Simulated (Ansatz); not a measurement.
Calculated with Ansatz (gas phase, PBE0-D4/def2-TZVP geometries, no zero-point term in ΔE). CBS: MP2 limit from def2 TZ/QZ plus the TZ coupled-cluster correction, frozen cores. This one scheme is used for every species. Functionals use def2-TZVPP. For Ti outer-core shells are correlated without core-valence functions, which leaves a few kJ/mol of doubt a bond. Scalar relativity is left out up to krypton. Each species was taken in one conformer, which may not be the lowest.

Consider the ligand exchange at a Ti–F bond: `[NH2][Ti]([NH2])([NH2])[F]` + HCl → `[NH2][Ti]([NH2])([NH2])[Cl]` + H–F.

Is it downhill or uphill in electronic energy at CCSD(T)/CBS, and by how much? (Best estimate.)

The calculation gave: Nearly level: ΔE = 0.00 eV.

What do these levels give: B97M-V, PBE0-D4, ωB97M-V, PBE0, CAM-B3LYP, HF/CBS(def2)? (Estimate.)

Computed: B97M-V 0.14, PBE0-D4 0.07, ωB97M-V 0.14, PBE0 0.11, CAM-B3LYP 0.24, HF/CBS(def2) 0.18 eV.

Largest T1 diagnostic among the species: 0.025, so the coupled-cluster value is less sure than usual.

The D4 term adds −0.07 eV with B3LYP and −0.04 eV with PBE0; it sums over pairs of atoms, weighted by their polarisabilities, and B3LYP, whose exchange is more repulsive, gets the larger term. From BLYP to BHLYP (50 % exact exchange), in def2-TZVPP and without D4, ΔE moves by −0.08 eV. Leaving LDA and LC-ωPBE aside and taking each functional with its dispersion term where it has one, the values, not all of them listed here, spread over 0.18 eV, from PBE-QIDH to CAM-B3LYP-D4. LDA lies −0.03 eV from PBE without D4.

B3LYP here is the variant with VWN-RPA as its local correlation; programs differ in this.
